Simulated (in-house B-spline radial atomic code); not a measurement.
# Ca3+: [Ne] 3s2 3p5

All numbers are computed (scalar-relativistic (X2C) AM05, spin-polarised, spherical fractional occupations; Fermi nucleus of rms radius 3.4776 fm) with a B-spline radial code for spherical atoms, not measured.

Effective charges: Z_r = [3n² - l(l+1)]/(2<r>) from the radius, Z_e = n√(-2ε) from the energy, and Slater's rules. Values are occupation-weighted means over spin.

```
shell  electrons   ε (eV)  <r> (bohr)    Z_r    Z_e  Slater
   1s          2    -3973     0.07674  19.55  17.09   19.70
   2s          2  -448.66      0.3646  16.46  11.48   15.85
   2p          6  -369.88      0.3277  15.26  10.43   15.85
   3s          2  -79.048       1.125  12.00   7.23    9.10
   3p          5  -59.644       1.205  10.37   6.28    9.10
```

The least bound orbital is 3p down at -58.85 eV, and it is also the most diffuse (<r> = 1.209 bohr).
Radii and densities under X2C are those of the two-component orbitals, without the picture-change correction, which makes inner s shells of heavy atoms about 5 % too small.
